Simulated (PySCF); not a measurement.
[Pb(SH)3]− at several levels of theory

Computed with PySCF 2.14.0 (density fitting, no spin-orbit coupling) at the geometry relaxed with PBE0:

```xyz
7
[Pb(SH)3]− (singlet)
Pb    0.0000    0.0000   -0.3472
S     2.2393    0.3192    1.0835
H     1.8099   -0.6836    1.8813
S    -1.3961    1.7797    1.0835
H    -0.3130    1.9092    1.8813
S    -0.8432   -2.0989    1.0835
H    -1.4970   -1.2256    1.8813
```

```csv
level,basis,state,HOMO (eV),gap (eV),charge on Pb1 (e),dipole about the centre of mass (D),largest force component (eV/Å)
PBE0,"Pb def2-SVP with ECP60, S def2-SVP, H def2-SVP",singlet,-1.74,5.49,0.30,4.03,0.01
r2SCAN,the same,singlet,-0.94,4.19,0.32,3.93,0.10
PBE0,"Pb def2-TZVP with ECP60, S def2-TZVP, H def2-TZVP",singlet,-2.10,5.18,0.50,4.64,0.28
```

Charges are Mulliken's, which hang on the basis. The relaxation used the grid (50, 194), these runs (75, 302) or, all-electron (x2c bases, spin-free X2C Hamiltonian), (99, 590).

What does BLYP with Pb def2-SVP with ECP60, S def2-SVP, H def2-SVP give here?

state singlet, HOMO (eV) -0.36, gap (eV) 3.67, charge on Pb1 (e) 0.19, dipole about the centre of mass (D) 3.77, largest force component (eV/Å) 0.63. Time: 4.6 s on 2 threads of Arm Neoverse V1, on a shared host, from an already converged density.

In the first row's basis the gap widens with exact exchange: 3.7 to 4.2 eV for BLYP, r2SCAN (none); 5.5 eV for PBE0 (a fixed share).
